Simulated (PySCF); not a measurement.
## Broadened absorption spectrum of C8H11P

C8H11P.
Cartesian coordinates in Å at the PBE0-D3(BJ)/def2-SVP level; atoms count from 1:
```
atom  x, y, z in Å
C1    -2.8359   -0.5472   -1.4096
C2    -2.1926    0.3709   -0.3736
C3    -0.6867    0.2649   -0.3620
C4    -0.0746   -0.7707    0.3473
C5     1.2969   -1.0032    0.3945
C6     2.2495   -0.2191   -0.2719
C7     3.7085   -0.5568   -0.1269
C8     1.8481    0.8717   -1.0430
P9     0.2228    1.4230   -1.2978
H10   -3.9327   -0.4536   -1.3987
H11   -2.5819   -1.6015   -1.2178
H12   -2.4805   -0.3009   -2.4219
H13   -2.4893    1.4134   -0.5747
H14   -2.5792    0.1258    0.6304
H15   -0.7214   -1.4518    0.9139
H16    1.6527   -1.8484    0.9915
H17    4.0623   -0.3360    0.8935
H18    3.8909   -1.6272   -0.3082
H19    4.3280    0.0195   -0.8277
H20    2.6324    1.4548   -1.5404
```

The calculation used TDDFT PBE0/def2-SVPD, vertical, gas phase, core orbitals frozen in the response in PySCF 2.14.0, density-fitted response routines.

Broadening: Gaussians 0.3 eV wide at half height, area fixed by f = 4.319×10⁻⁹ ∫ε dν̃. The width is an assumption, not a result. The curve ends short of the highest state used, and states not computed would add to its high-energy end.

```json
{"λ (nm)": "199.4", "ε (L mol⁻¹ cm⁻¹)": "30088"}
{"λ (nm)": "201.7", "ε (L mol⁻¹ cm⁻¹)": "21793"}
{"λ (nm)": "204.0", "ε (L mol⁻¹ cm⁻¹)": "16501"}
{"λ (nm)": "206.3", "ε (L mol⁻¹ cm⁻¹)": "19694"}
{"λ (nm)": "208.6", "ε (L mol⁻¹ cm⁻¹)": "29719"}
{"λ (nm)": "210.9", "ε (L mol⁻¹ cm⁻¹)": "39320"}
{"λ (nm)": "213.2", "ε (L mol⁻¹ cm⁻¹)": "41297"}
{"λ (nm)": "215.5", "ε (L mol⁻¹ cm⁻¹)": "34239"}
{"λ (nm)": "217.8", "ε (L mol⁻¹ cm⁻¹)": "22666"}
{"λ (nm)": "220.1", "ε (L mol⁻¹ cm⁻¹)": "12144"}
{"λ (nm)": "222.4", "ε (L mol⁻¹ cm⁻¹)": "5338"}
{"λ (nm)": "224.7", "ε (L mol⁻¹ cm⁻¹)": "1954"}
{"λ (nm)": "227.0", "ε (L mol⁻¹ cm⁻¹)": "619"}
{"λ (nm)": "229.3", "ε (L mol⁻¹ cm⁻¹)": "229"}
{"λ (nm)": "231.6", "ε (L mol⁻¹ cm⁻¹)": "262"}
{"λ (nm)": "233.8", "ε (L mol⁻¹ cm⁻¹)": "592"}
{"λ (nm)": "236.1", "ε (L mol⁻¹ cm⁻¹)": "1330"}
{"λ (nm)": "238.4", "ε (L mol⁻¹ cm⁻¹)": "2553"}
{"λ (nm)": "240.7", "ε (L mol⁻¹ cm⁻¹)": "4176"}
{"λ (nm)": "243.0", "ε (L mol⁻¹ cm⁻¹)": "5875"}
{"λ (nm)": "245.3", "ε (L mol⁻¹ cm⁻¹)": "7184"}
{"λ (nm)": "247.6", "ε (L mol⁻¹ cm⁻¹)": "7721"}
{"λ (nm)": "249.9", "ε (L mol⁻¹ cm⁻¹)": "7381"}
{"λ (nm)": "252.2", "ε (L mol⁻¹ cm⁻¹)": "6364"}
{"λ (nm)": "254.5", "ε (L mol⁻¹ cm⁻¹)": "5033"}
{"λ (nm)": "256.8", "ε (L mol⁻¹ cm⁻¹)": "3740"}
{"λ (nm)": "259.1", "ε (L mol⁻¹ cm⁻¹)": "2710"}
{"λ (nm)": "261.4", "ε (L mol⁻¹ cm⁻¹)": "2011"}
{"λ (nm)": "263.7", "ε (L mol⁻¹ cm⁻¹)": "1601"}
{"λ (nm)": "266.0", "ε (L mol⁻¹ cm⁻¹)": "1378"}
{"λ (nm)": "268.3", "ε (L mol⁻¹ cm⁻¹)": "1236"}
{"λ (nm)": "270.6", "ε (L mol⁻¹ cm⁻¹)": "1100"}
{"λ (nm)": "272.9", "ε (L mol⁻¹ cm⁻¹)": "937"}
{"λ (nm)": "275.2", "ε (L mol⁻¹ cm⁻¹)": "750"}
{"λ (nm)": "277.5", "ε (L mol⁻¹ cm⁻¹)": "559"}
{"λ (nm)": "279.8", "ε (L mol⁻¹ cm⁻¹)": "387"}
{"λ (nm)": "282.1", "ε (L mol⁻¹ cm⁻¹)": "250"}
{"λ (nm)": "284.4", "ε (L mol⁻¹ cm⁻¹)": "150"}
{"λ (nm)": "286.6", "ε (L mol⁻¹ cm⁻¹)": "87"}
{"λ (nm)": "288.9", "ε (L mol⁻¹ cm⁻¹)": "46"}
{"λ (nm)": "291.2", "ε (L mol⁻¹ cm⁻¹)": "23"}
{"λ (nm)": "293.5", "ε (L mol⁻¹ cm⁻¹)": "11"}
{"λ (nm)": "295.8", "ε (L mol⁻¹ cm⁻¹)": "5"}
{"λ (nm)": "298.1", "ε (L mol⁻¹ cm⁻¹)": "2"}
```

Task: Where are the band maxima, and which computed states make them?

Result: 248 nm (5.00 eV), ε about 7700, made up of S2 (11%) and S3 (89%); 213 nm (5.83 eV), ε about 42000, made up of S5 (100%) (ε in L mol⁻¹ cm⁻¹; maxima over ε = 5, shares over 10%). At its high-energy end, 6.22 eV, the curve is still rising (ε about 30000, from S7). The states used: S1 4.61 eV (f 0.011); S2 4.88 eV (f 0.015); S3 5.02 eV (f 0.077); S4 5.40 eV (f 0.0001); S5 5.83 eV (f 0.463); S6 6.11 eV (f 0.0008); S7 6.28 eV (f 0.364); S8 6.51 eV (f 0.0054); S9 6.78 eV (f 0.0008); S10 6.82 eV (f 0.0061).

Task: On this curve, what absorbance would a 10⁻⁴ mol/L sample give at 266 nm over a 1 cm path?

Result: 266 nm is 4.661 eV, where ε is about 1400 L mol⁻¹ cm⁻¹, so A = ε c l ≈ 0.14 (Beer–Lambert, with the gas-phase spectrum and the assumed width).

Task: What would ε be at 5.83 eV, the highest of these maxima, with half the width (0.15 eV)?

Result: About 83200 L mol⁻¹ cm⁻¹ against 41700, a factor of about 1.99; a lone state at its own centre would give exactly 2.

Task: Coming from long wavelengths, where does ε first pass 100 L mol⁻¹ cm⁻¹?

Result: At about 286 nm (4.33 eV), 0.27 eV below S1.

All these states lie below the vertical ionisation energy of 8.44 eV (ΔSCF).

One conformer stands for the species.
